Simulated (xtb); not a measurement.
Be(Cl)(OSiH3) (BeClH3OSi), SMILES [SiH3][O][Be][Cl]. All values are semi-empirical tight-binding results from xtb (GFN2-xTB unless named), good for trends rather than for accurate numbers. The structure is a stationary point at GFN2-xTB. Other conformers were not sampled.

Optimised geometry:

```xyz
7

Be     0.4243     0.0896     0.6016
Cl     1.2527     0.6926     2.0397
O     -0.3015    -0.2734    -0.5336
Si    -1.1728    -0.5727    -1.8719
H     -2.5598    -0.7032    -1.4286
H     -0.6386    -1.8097    -2.4384
H     -0.9643     0.5858    -2.7389
```
Charge 0, spin multiplicity 1.

For metal compounds this method's bond lengths and energies can be far off.

Problem. Estimate the properties. (The exact figures need the calculation; the answer reports its results.)

Solution. 
* **orbital gap**: 6.12 eV
* **zero-point energy**: 19.6 kcal/mol
* **G − E(el) at 298.15 K (modified RRHO)**: 0.9 kcal/mol

Computed atomic charges and the Wiberg bond orders between heavy atoms:
charges (e) Be1 0.66, Cl2 -0.39, O3 -0.53, Si4 0.52, H5 -0.08, H6 -0.08, H7 -0.08. Bond orders Be1–Cl2 1.01, Be1–O3 1.15, O3–Si4 1.03.
